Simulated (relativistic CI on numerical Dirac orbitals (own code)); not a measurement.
## Lu⁴⁺ (4f13) in a crystal field

Calculated by Dirac-Coulomb-Breit CI, orbitals from a KLI potential per configuration, QED by a radiative potential, valence Slater integrals scaled by 0.85, one configuration in a parametric crystal field (own radial code).

Field parameters in Wybourne normalisation; cubic f-shell fields have B⁴₄ = √(5/14) B⁴₀ and B⁶₄ = −√(7/2) B⁶₀. The field is a parameter set, without covalency.

S is read from ⟨S²⟩ = S(S + 1).

Powder χT (cm³ K mol⁻¹) by Van Vleck's formula, with temperature-independent terms:

```
                                                                                                        Field   2 K   5 K  10 K  20 K  50 K  100 K  200 K  300 K
C2v, B20 = 850, B22 = 430, B40 = -630, B42 = 60, B44 = -820, B60 = 900, B62 = 20, B64 = -320, B66 = -170 cm⁻¹  1.28  1.57  1.78   1.9  2.02   2.13   2.29   2.39
                                                       D3h, B20 = -30, B40 = -1090, B60 = -650, B66 = 20 cm⁻¹   1.1  1.21  1.38  1.66  1.96   2.17   2.39   2.48
                                            D4h, B20 = -810, B40 = 1200, B44 = 30, B60 = -280, B64 = 800 cm⁻¹  1.87  1.87  1.88   1.9  1.95   2.04   2.22   2.36
                                          D4h, B20 = 2180, B40 = 2580, B44 = -1320, B60 = 250, B64 = 680 cm⁻¹  1.27  1.28   1.3  1.32  1.41   1.55    1.8   2.01
                                            D4h, B20 = 2190, B40 = 1190, B44 = 520, B60 = 430, B64 = 810 cm⁻¹  1.37  1.38   1.4  1.44  1.55   1.74   2.04   2.22
                                                                              Oh, B40 = -1610, B60 = 500 cm⁻¹  1.14  1.15  1.17   1.2   1.3   1.47    1.8   2.08
```

Question: For C2v, B20 = 850, B22 = 430, B40 = -630, B42 = 60, B44 = -820, B60 = 900, B62 = 20, B64 = -320, B66 = -170 cm⁻¹: what effective moment follows at 300 K?

Answer: μ_eff = √(8χT) = 4.38 μB. The LS value g√(J(J + 1)) of the free ion's 2F°_7/2 level is 4.54 μB.
